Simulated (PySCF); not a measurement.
Input for PySCF:
```python
from pyscf import gto, scf

mol = gto.M(
    atom='''
Ge    0.00179994   -0.00070314    0.05733512
H    -0.82452945   -1.12293622   -0.60015589
H    -0.59484420    1.27006913   -0.57801941
H     1.36177550   -0.12463243   -0.65654847
''',
    basis='6-311g**',
    spin=1,
    verbose=4,
)

mf = scf.UHF(mol)
mf.kernel()
mf.analyze()
```

Problem. What does this run give for the <S^2>, nuclear repulsion energy, total energy?

Solution. 
<S^2>: 0.753
nuclear repulsion energy: 33.6277 Eh
total energy: -2077.0183 Eh

These values belong to the state on which the SCF converged, which isn't shown to be the lowest.
